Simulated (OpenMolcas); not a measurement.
OpenMolcas run: Nd2+

Input:

```
&GATEWAY
Coord
1

Nd 0.0 0.0 0.0
Basis=ANO-RCC-VDZP
Group=XYZ
NoMove
AngMom=0.0 0.0 0.0
AMFI
&SEWARD
* reference wave functions (RASSCF and RASSI steps not shown): 4 electrons in 12 orbitals (RAS2 4f; RAS3 5d, at most 1 electron)
>>> COPY JOB001 $Project.JobIph
&CASPT2
Multistate=9 1 2 3 14 15 16 22 23 24
NoMult
Frozen=14 9
IPEA=0.25
Imaginary=0.1
MaxIter=60
WThr=0.0 0.3 0.05
PrWF=0.5
NoMix
>>> COPY JOB002 $Project.JobIph
&CASPT2
Multistate=12 1 2 3 16 17 18 27 28 29 36 37 38
NoMult
Frozen=14 9
IPEA=0.25
Imaginary=0.1
MaxIter=60
WThr=0.0 0.3 0.05
PrWF=0.5
NoMix
>>> COPY JOB004 $Project.JobIph
&CASPT2
Multistate=24 1 2 3 16 17 18 33 34 35 46 47 48 57 58 59 66 67 68 71 72
73 82 83 84
NoMult
Frozen=14 9
IPEA=0.25
Imaginary=0.1
MaxIter=60
WThr=0.0 0.3 0.05
PrWF=0.5
NoMix
...
```

Launched by
```bash
OMP_NUM_THREADS=1 MOLCAS_MEM=2252 MOLCAS_PROJECT=a pymolcas a.inp > a.log  # once for each step of the input, in one work folder
```

Output, cut to the results:

```
--- CASPT2 ---
Orbital specifications:
      -----------------------

      Symmetry species                           1   2
                                                ag  au
      Frozen orbitals                           14   9
      Inactive orbitals                          1   3
      Active orbitals                            5   7
      Secondary orbitals                        16  13
      Deleted orbitals                           0   0
      Number of basis functions                 36  32
Type of calculation                        SS-CASPT2
      Fock operator                              state-specific
      IPEA shift                                 0.25
      Real shift                                 0.00
      Imaginary shift                            0.10
      The input orbitals will be transformed to quasi-canonical
Reference energy:       -9615.4672715897
      E2 (Non-variational):      -0.2867231635
      Shift correction:          -0.0003837157
      E2 (Variational):          -0.2871068792
      Total energy:           -9615.7543784689
      Residual norm:              0.0000005363
      Reference weight:           0.91492
      Contributions to the CASPT2 correlation energy
      Active & Virtual Only:         -0.0364684088
      One Inactive Excited:          -0.1089224037
      Two Inactive Excited:          -0.1413323510
Reference energy:       -9615.4672715897
      E2 (Non-variational):      -0.2882047031
      Shift correction:          -0.0003982491
      E2 (Variational):          -0.2886029522
      Total energy:           -9615.7558745419
      Residual norm:              0.0000005285
      Reference weight:           0.91355
      Contributions to the CASPT2 correlation energy
      Active & Virtual Only:         -0.0370584660
      One Inactive Excited:          -0.1097618346
      Two Inactive Excited:          -0.1413844025
::    CASPT2 Root  1     Total energy:  -9615.75437847
::    CASPT2 Root  2     Total energy:  -9615.75587454
::    CASPT2 Root  3     Total energy:  -9615.75502019
::    CASPT2 Root 14     Total energy:  -9615.70376884
::    CASPT2 Root 15     Total energy:  -9615.70446769
::    CASPT2 Root 16     Total energy:  -9615.70440716
::    CASPT2 Root 22     Total energy:  -9615.67280831
::    CASPT2 Root 23     Total energy:  -9615.67216616
::    CASPT2 Root 24     Total energy:  -9615.67238764
--- CASPT2 ---
Orbital specifications:
      -----------------------

      Symmetry species                           1   2
                                                ag  au
      Frozen orbitals                           14   9
      Inactive orbitals                          1   3
      Active orbitals                            5   7
      Secondary orbitals                        16  13
      Deleted orbitals                           0   0
      Number of basis functions                 36  32
Type of calculation                        SS-CASPT2
      Fock operator                              state-specific
      IPEA shift                                 0.25
      Real shift                                 0.00
      Imaginary shift                            0.10
      The input orbitals will be transformed to quasi-canonical
Reference energy:       -9615.3954326816
      E2 (Non-variational):      -0.2904602685
      Shift correction:          -0.0004157403
      E2 (Variational):          -0.2908760087
      Total energy:           -9615.6863086903
      Residual norm:              0.0000005630
      Reference weight:           0.91358
      Contributions to the CASPT2 correlation energy
      Active & Virtual Only:         -0.0397036649
      One Inactive Excited:          -0.1092803706
      Two Inactive Excited:          -0.1414762330
Reference energy:       -9615.3954326816
      E2 (Non-variational):      -0.2904757364
      Shift correction:          -0.0004167028
      E2 (Variational):          -0.2908924392
      Total energy:           -9615.6863251208
      Residual norm:              0.0000005710
      Reference weight:           0.91355
      Contributions to the CASPT2 correlation energy
      Active & Virtual Only:         -0.0396761549
      One Inactive Excited:          -0.1093247794
      Two Inactive Excited:          -0.1414748022
::    CASPT2 Root  1     Total energy:  -9615.68630869
::    CASPT2 Root  2     Total energy:  -9615.68632512
::    CASPT2 Root  3     Total energy:  -9615.68631354
::    CASPT2 Root 16     Total energy:  -9615.67191266
::    CASPT2 Root 17     Total energy:  -9615.67196846
::    CASPT2 Root 18     Total energy:  -9615.67196761
::    CASPT2 Root 27     Total energy:  -9615.66531607
::    CASPT2 Root 28     Total energy:  -9615.66517390
::    CASPT2 Root 29     Total energy:  -9615.66584819
::    CASPT2 Root 36     Total energy:  -9615.65789880
::    CASPT2 Root 37     Total energy:  -9615.65784496
::    CASPT2 Root 38     Total energy:  -9615.65780195
--- CASPT2 ---
Orbital specifications:
      -----------------------

      Symmetry species                           1   2
                                                ag  au
      Frozen orbitals                           14   9
      Inactive orbitals                          1   3
      Active orbitals                            5   7
      Secondary orbitals                        16  13
      Deleted orbitals                           0   0
      Number of basis functions                 36  32
Type of calculation                        SS-CASPT2
      Fock operator                              state-specific
      IPEA shift                                 0.25
      Real shift                                 0.00
      Imaginary shift                            0.10
      The input orbitals will be transformed to quasi-canonical
Reference energy:       -9615.4400905720
      E2 (Non-variational):      -0.2401673184
      Shift correction:          -0.0003342334
      E2 (Variational):          -0.2405015518
...
```

Levels above the lowest, from the spin-orbit matrix with the single-state CASPT2 energies, averaged by term, on its diagonal:

```
Configuration  Term  J  E (eV)  Measured (eV)       g  Term weight %    Second
          4f4    5I  4  0.0000         0.0000   0.603             98          
          4f4    5I  5  0.1494         0.1411   0.901             99          
          4f4    5I  6   0.317         0.2960   1.071             99          
          4f4    5I  7   0.495         0.4605   1.177             99          
          4f4    5I  8   0.679         0.6315   1.248             98      2 3K
          4f4    5F  1   1.585                 -0.002            100          
          4f4    5F  2   1.637         1.3358   1.000            100          
          4f4    5F  3   1.711         1.4165   1.248             99          
          4f4    5S  2   1.794                  2.002            100          
          4f4    5F  4   1.801         1.5103   1.343             98      2 3G
       4f3 5d   5K*  5   1.885         1.8923   0.684             89  9 3I*(1)
       4f3 5d   5L*  6   1.907         1.8794   0.724             93  6 3K*(1)
          4f4    5F  5   1.908         1.6379   1.391             95      4 3G
          4f4    3K  6   2.079         1.7437   0.857            100          
       4f3 5d   5K*  6   2.099         2.1001   0.911             94  5 3I*(1)
       4f3 5d   5L*  7   2.142         2.1019   0.915             96  3 3K*(1)
          4f4    3K  7   2.219         1.8788   1.008             91      8 3L
       4f3 5d   5I*  4   2.320         2.3413   0.617             92  7 3H*(1)
          4f4    3H  4   2.323                  0.916             59     22 3G
       4f3 5d   5K*  7   2.326         2.3131   1.054             98
```

Against the 16 measured excited levels shown (Ding et al., The Spectrum and Energy Levels of the Low-lying Configurations of Nd III (preprint, 2023)) the mean absolute deviation is 1000 cm-1; the largest miss in energy is 4f4 3K7: computed 2.219, measured 1.8788 eV (+18.1 %), and the largest in proportion 4f4 5F2 (+22.6 %).

CASPT2 breaks the degeneracy within a term, and the mean is taken; among the terms shown or strongly mixed into the levels shown the widest spread is 330 cm-1 (4f4 5I). Each CASPT2 term energy is a mean over a sample of three components. High states are left out of the spin-orbit mixing, which shifts the levels that they would mix with. Terms from blocks run as CI alone lack orbitals of their own. The CASPT2 spread within a term exceeds the gap to the next term for 4f4 5F and 4f4 5S, 4f4 5G and 4f4 3H, so the order of their levels is uncertain, and so are names and mixing where such terms share a J. Some terms miss by over 15 % even with CASPT2, which points to a basis or an active space too small for the shells correlated. Computed and measured levels are paired by configuration, term and J; levels that our copy of the source lacks, or whose pairing is in doubt (as where it misses far off the trend of its configuration), stay unpaired and out of the deviations. Levels of configurations outside the active space are missing. The first state left out of the spin-orbit step lies near 24000 cm-1 above the lowest spin-free state of the reference (among the parities and spins computed), and the list stops at four fifths of that energy or lower.

The term weight is that of the spin-free term in the level, not the purity of its configuration. A number in round brackets counts repeated terms of one configuration in the order of the reference energies. * marks odd parity.
